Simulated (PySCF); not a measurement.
H₂O.

```xyz
3

O      0.0000     0.0000    -0.1169
H      0.0000    -0.7650     0.4676
H      0.0000     0.7650     0.4676
```

Coordinates come from a B3LYP-D3(BJ)/def2-TZVP optimisation.

Calculation: PBE/pcSseg-1 in PySCF. Non-relativistic, no solvent.

Computed absolute GIAO shielding of each atom: isotropic value and principal components (ppm):
| atom | σ(iso) | σ11 | σ22 | σ33 | span |
|---|---|---|---|---|---|
| O1 | 334.3 | 311.0 | 340.8 | 351.3 | 40.3 |
| H2 | 31.1 | 24.1 | 25.7 | 43.7 | 19.6 |
| H3 | 31.1 | 24.1 | 25.7 | 43.7 | 19.6 |
